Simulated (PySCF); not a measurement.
CHF2, SMILES F[CH]F (connectivity only; charge and spin as stated), charge +1, multiplicity 1. Heavy atoms are numbered as in [F:1][CH:2][F:3]. Hydrogens are named by the atom that carries them.

Geometry: B3LYP-D3(BJ)/def2-TZVP. The multiplicity is an assumed one; other spin states were not compared. The isomer is the one that the SMILES or the coordinates give; other isomers of the formula were not compared.

Level of theory: KT2/pcSseg-2 in PySCF.

GIAO shieldings, no solvent; atoms alike by connectivity are averaged. δ = σ(ref) − σ: ¹⁹F against CFCl3 (σ = 125.1 ppm); ¹³C against TMS (σ = 184.2 ppm); ¹H against TMS (σ = 31.47 ppm), references at their B3LYP-D3(BJ)/def2-TZVP geometries, non-relativistic.

Computed chemical shifts:
| nucleus | atoms | count | δ (ppm) |
|---|---|---|---|
| ¹⁹F | F1 | 2 | 115.1 |
| ¹³C | C2 (CH) | 1 | 191.7 |
| ¹H | H on C2 | 1 | 9.67 |
